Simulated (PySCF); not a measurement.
# Computed records: B₂FH₅Si, CH₆AlB₂, AlBH₈Si₂, BH₅OSi₂ and others

All values are calculated (PySCF 2.14.0). Calculation on a computer-drawn molecule: the log of a Hartree-Fock and frozen-core CCSD(T) single point meant for a local Hartree-Fock minimum, with one planted fault or none, to be diagnosed. Offsets are logged minus clean, where the clean run is the same molecule without the fault. The reference is restricted for singlets and unrestricted otherwise, and also for a bond in bohr or an excited solution. Adding or removing an electron swaps singlet and doublet. The excited solution moves the top pair (singlet) or top alpha electron (doublet) to the lowest empty orbital. Highest occupied and lowest empty are orbital energies over both spins, largest force is the largest gradient component, triples share is (T) over the correlation energy, the T1 limit is 0.02 restricted and 0.045 unrestricted, electrons count all cores, a negative frequency is imaginary (commonest isotopes), and the dipole is about the centre of nuclear charge.

Common to all runs: meant basis cc-pV(D+d)Z; logged SCF converged yes; logged CC converged yes; logged SCF stable within its kind yes; possible faults no fault, one electron removed, one electron added, multiplicity raised by two, geometry at a saddle point, SCF held on an excited solution, minimal basis STO-3G, one bond length entered in bohr, all coordinates scaled.

(1) 
```xyz
9
formula=B2FH5Si meant_charge=0 meant_multiplicity=1 logged_electrons=38 logged_basis_functions=29 logged_spin_squared=0 logged_highest_occupied=-8.0008 logged_lowest_empty=6.4029 logged_largest_force=0.032764 logged_T1_diagnostic=0.016338 logged_D1_diagnostic=0.071654 logged_triples_share=0.030972 logged_dipole_magnitude=0.24816 logged_energy_HF=-435.30241 logged_energy_CCSD(T)=-435.48449 planted_fault=minimal_basis_STO-3G HF_energy_offset_from_clean_run=3360 CCSD(T)_energy_offset_from_clean_run=3567
B     -2.1094    -0.8352    -0.1280
B     -0.6422     0.0215    -0.0178
F      0.4868    -0.4887    -0.5389
Si    -0.4541     1.8661     0.8956
H     -2.8694    -0.6612    -1.0430
H     -2.4636    -1.5847     0.7425
H      0.5161     1.7810     2.0164
H     -1.7539     2.3377     1.4377
H      0.0357     2.8695    -0.0832
```

Units: logged_highest_occupied, logged_lowest_empty in eV; logged_largest_force in hartree/bohr; logged_dipole_magnitude in debye; logged_energy_HF, logged_energy_CCSD(T) in hartree; HF_energy_offset_from_clean_run, CCSD(T)_energy_offset_from_clean_run in kcal/mol.

Drawn bonds:
```tsv
atom	other atom	order
1	2	1
2	3	1
2	4	1
1	5	1
1	6	1
4	7	1
4	8	1
4	9	1
```

(2) 
```xyz
10
formula=CH6AlB2 meant_charge=0 meant_multiplicity=2 logged_electrons=35 logged_basis_functions=95 logged_spin_squared=0.7605 logged_highest_occupied=-9.5231 logged_lowest_empty=0.35883 logged_largest_force=3.364e-05 logged_lowest_frequency=120.64 logged_T1_diagnostic=0.019744 logged_D1_diagnostic=0.078377 logged_triples_share=0.02845 logged_dipole_magnitude=0.28811 logged_energy_HF=-332.58876 logged_energy_CCSD(T)=-333.0044 planted_fault=no_fault HF_energy_offset_from_clean_run=0 CCSD(T)_energy_offset_from_clean_run=0
B      1.3774    -2.4058    -0.6034
C      1.5041    -1.9690     0.8602
B      2.5054    -0.8992     1.3090
Al     0.5426    -2.9858     2.2283
H      0.3323    -2.3434    -1.1953
H      2.3412    -2.8386    -1.1823
H      3.6798    -1.0503     1.0871
H      2.1551     0.0909     1.8951
H      0.7430    -2.6199     3.7495
H     -0.4112    -4.1634     1.7907
```

Units: logged_highest_occupied, logged_lowest_empty in eV; logged_largest_force in hartree/bohr; logged_lowest_frequency in cm⁻¹; logged_dipole_magnitude in debye; logged_energy_HF, logged_energy_CCSD(T) in hartree; HF_energy_offset_from_clean_run, CCSD(T)_energy_offset_from_clean_run in kcal/mol.

Drawn bonds:
```tsv
atom	other atom	order
1	2	1
2	3	1
2	4	1
1	5	1
1	6	1
3	7	1
3	8	1
4	9	1
4	10	1
```

(3) 
```xyz
12
formula=AlBH8Si2 meant_charge=0 meant_multiplicity=1 logged_electrons=54 logged_basis_functions=123 logged_spin_squared=0.922 logged_highest_occupied=-7.9846 logged_lowest_empty=0.57762 logged_largest_force=0.012522 logged_T1_diagnostic=0.024777 logged_D1_diagnostic=0.11196 logged_triples_share=0.026424 logged_dipole_magnitude=0.33992 logged_energy_HF=-848.98298 logged_energy_CCSD(T)=-849.40112 planted_fault=one_bond_length_entered_in_bohr,row_1_of_the_drawn_bonds HF_energy_offset_from_clean_run=56.05 CCSD(T)_energy_offset_from_clean_run=71.49
Al    -0.5592     2.0566     1.1527
B      1.5024    -1.3440     0.4470
Si     0.9375    -2.6654    -1.0008
Si     3.1669    -1.8363     1.5189
H     -0.2587     3.3662     0.3112
H     -1.6786     2.0975     2.2747
H     -0.5082    -2.6104    -1.3394
H      1.7062    -2.2755    -2.2145
H      1.2679    -4.0747    -0.6693
H      2.6802    -2.6910     2.6363
H      4.1609    -2.6118     0.7341
H      3.8721    -0.6701     2.1104
```

Units: logged_highest_occupied, logged_lowest_empty in eV; logged_largest_force in hartree/bohr; logged_dipole_magnitude in debye; logged_energy_HF, logged_energy_CCSD(T) in hartree; HF_energy_offset_from_clean_run, CCSD(T)_energy_offset_from_clean_run in kcal/mol.

Drawn bonds:
```tsv
atom	other atom	order
1	2	1
2	3	1
2	4	1
1	5	1
1	6	1
3	7	1
3	8	1
3	9	1
4	10	1
4	11	1
4	12	1
```

(4) 
```xyz
9
formula=BH5OSi2 meant_charge=0 meant_multiplicity=1 logged_electrons=45 logged_basis_functions=99 logged_spin_squared=0.7907 logged_highest_occupied=-15.556 logged_lowest_empty=-5.7314 logged_largest_force=0.031081 logged_T1_diagnostic=0.022272 logged_D1_diagnostic=0.085669 logged_triples_share=0.028155 logged_dipole_magnitude=2.1623 logged_energy_HF=-680.04036 logged_energy_CCSD(T)=-680.53199 planted_fault=one_electron_removed HF_energy_offset_from_clean_run=154.7 CCSD(T)_energy_offset_from_clean_run=175.4
O      1.2936    -0.8712     1.2115
Si    -0.4118    -0.8275     1.3765
B     -0.3907     1.1490     0.9627
Si     1.6275     1.2851     0.7924
H      1.8756    -1.5956     1.3893
H     -1.0090    -1.7579     0.3913
H     -0.7687    -1.3063     2.7330
H     -1.2755     1.9442     0.8561
H      1.5377     0.9995    -0.6965
```

Units: logged_highest_occupied, logged_lowest_empty in eV; logged_largest_force in hartree/bohr; logged_dipole_magnitude in debye; logged_energy_HF, logged_energy_CCSD(T) in hartree; HF_energy_offset_from_clean_run, CCSD(T)_energy_offset_from_clean_run in kcal/mol.

Drawn bonds:
```tsv
atom	other atom	order
1	2	1
2	3	1
3	4	1
1	5	1
2	6	1
2	7	1
3	8	1
4	9	1
```

(5) 
```xyz
11
formula=C2H7OSi meant_charge=1 meant_multiplicity=1 logged_electrons=41 logged_basis_functions=100 logged_spin_squared=0.7691 logged_highest_occupied=-5.4164 logged_lowest_empty=3.7685 logged_largest_force=0.079419 logged_T1_diagnostic=0.012307 logged_D1_diagnostic=0.050437 logged_triples_share=0.02549 logged_dipole_magnitude=2.213 logged_energy_HF=-443.56138 logged_energy_CCSD(T)=-444.18744 planted_fault=one_electron_added HF_energy_offset_from_clean_run=-106.2 CCSD(T)_energy_offset_from_clean_run=-114
C     -1.8513    -0.4585    -1.5465
O     -0.8320    -1.3810    -1.9921
Si     0.5196    -2.0537    -1.6297
C      1.4452    -1.7648    -0.0835
H     -2.7832    -1.0114    -1.5091
H     -1.5929    -0.0623    -0.5684
H     -1.9058     0.3330    -2.2855
H      1.0036    -2.9637    -2.6585
H      0.9473    -1.0573     0.5793
H      2.4442    -1.3925    -0.3347
H      1.5770    -2.7218     0.4328
```

Units: logged_highest_occupied, logged_lowest_empty in eV; logged_largest_force in hartree/bohr; logged_dipole_magnitude in debye; logged_energy_HF, logged_energy_CCSD(T) in hartree; HF_energy_offset_from_clean_run, CCSD(T)_energy_offset_from_clean_run in kcal/mol.

Drawn bonds:
```tsv
atom	other atom	order
1	2	1
2	3	1
3	4	1
1	5	1
1	6	1
1	7	1
3	8	1
4	9	1
4	10	1
4	11	1
```
